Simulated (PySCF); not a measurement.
# From a raw peak list to a structure

Formula C5H8F2. The spectrum was simulated from the full spin Hamiltonian at 90 MHz with 1.2 Hz Lorentzian lines, from shifts rounded to 0.01 ppm and J to 0.1 Hz, couplings under 1 Hz left out.

```tsv
region	integral (H)	ppm	Hz	height
1	3	6.416	577.5	10
1		6.365	572.9	19
1		6.314	568.2	10
1		6.098	548.9	2
1		6.079	547.1	3
1		6.062	545.6	2
1		6.027	542.4	2
1		6.009	540.9	6
1		5.992	539.2	8
1		5.975	537.8	6
1		5.957	536.1	6
1		5.938	534.4	8
1		5.921	532.9	9
1		5.906	531.6	9
1		5.888	530.0	7
1		5.867	528.1	12
1		5.850	526.5	18
1		5.833	525.0	14
1		5.780	520.2	15
1		5.764	518.8	21
1		5.693	512.4	34
1		5.641	507.7	51
1		5.604	504.4	26
1		5.589	503.1	27
1		5.557	500.2	10
1		5.532	497.9	14
1		5.506	495.6	13
1		5.484	493.6	11
1		5.463	491.7	10
1		5.438	489.4	5
1		5.413	487.2	3
1		5.390	485.1	6
1		5.364	482.8	6
1		5.338	480.4	3
1		4.967	447.1	9
1		4.916	442.5	19
1		4.865	437.9	10
2	2	2.861	257.5	6
2		2.846	256.1	9
2		2.833	255.0	8
2		2.812	253.1	8
2		2.795	251.6	9
2		2.782	250.4	9
2		2.767	249.0	9
2		2.753	247.8	11
2		2.688	241.9	18
2		2.671	240.4	18
2		2.657	239.2	17
2		2.637	237.3	15
2		2.619	235.8	18
2		2.606	234.6	18
2		2.591	233.2	18
2		2.576	231.9	21
2		2.526	227.3	21
2		2.483	223.5	10
2		2.461	221.5	8
2		2.444	220.0	10
2		2.431	218.8	10
2		2.416	217.4	10
2		2.401	216.1	11
2		2.363	212.7	7
2		2.350	211.5	9
3	3	1.975	177.8	2
3		1.844	166.0	100
3		1.831	164.8	88
3		1.768	159.1	90
3		1.754	157.9	74
3		1.731	155.8	40
3		1.652	148.7	2
```

13C{1H} NMR (computed): δ 130.7, 123.1 (t, J = 5.7 Hz), 122.4 (t, J = 302.5 Hz), 36.4 (t, J = 20.9 Hz), 15.8.

All values are calculated (PySCF 2.14): geometry from PBE0-D3(BJ)/def2-SVP, couplings computed with B3LYP/pcJ-1 (spin–dipole term only in couplings to heteroatoms), GIAO KT3/pcSseg-2 shieldings. One averaged value for each set of equivalent atoms, no solvent model, non-relativistic, one computed conformer.

References, each an isolated molecule treated in the same way: TMS for 1H (σref 31.35), 13C (σref 181.31).

Task: Analyse the multiplets.

Result: 1H NMR (90 MHz, computed): δ 5.86 (m, 1H), 5.64 (tt, J = 65.2, 4.6 Hz, 1H), 5.56 (m, 1H), 2.60 (m, 2H), 1.80 (m, 3H). These are first-order names from the parameters used; overlap and second-order distortion can hide them in the list.

Task: What is the compound?

Result: SMILES C/C=C\CC(F)F.

Mapped SMILES: `[CH3:1]/[CH:2]=[CH:3]\[CH2:4][CH:5]([F:6])[F:7]`. Each H is labelled by its parent atom.

- δ 5.86: H(C2), hydrogen on an alkene CH, coupled to H(C3) (12.8 Hz), H(C1) (8.2 Hz), H(C4) (2.1 Hz), F6/F7 (1.6 Hz).
- δ 5.64: H(C5), hydrogen on an sp3 CH bonded to 2 F, coupled to F6/F7 (65.2 Hz), H(C4) (4.6 Hz).
- δ 5.56: H(C3), hydrogen on an alkene CH, coupled to H(C2) (12.8 Hz), H(C4) (9.2 Hz), H(C1) (2.6 Hz).
- δ 2.60: H(C4), hydrogen on an allylic sp3 CH2, coupled to F6/F7 (15.8 Hz), H(C3) (9.2 Hz), H(C5) (4.6 Hz), H(C2) (2.1 Hz).
- δ 1.80: H(C1), hydrogen on an allylic methyl carbon, coupled to H(C2) (8.2 Hz), H(C3) (2.6 Hz), H(C4) (1.2 Hz).

The data come from this structure; uniqueness wasn't tested.

C–F couplings over four or more bonds (about 3 Hz to the para carbon of a fluoroarene) are left out. Common functionals overestimate the size of one-bond C–F couplings by tens of Hz; these are unscaled. Splittings below 1 Hz are ignored in the labels, and close J values are merged. Unscaled 3J(H,H) at this level run about 10 % above measured values. Shifts are as computed, not scaled to solution data. Of 1211 compounds with measured shifts, 218 miss one by over three times the rms of a fit or turn the order of signals round; such compounds aren't used in these exercises. Couplings across =CH–CH2 type bonds come from one rotamer and its mirror image, and can be 1–2 Hz further off. Across freely rotating sp3–sp3 bonds, 3J(H,H) is taken as (2 J gauche + J anti)/3 from the one conformer, which assumes equal rotamer populations. Only one conformer was computed, so three-bond couplings in flexible chains and rings are approximate.
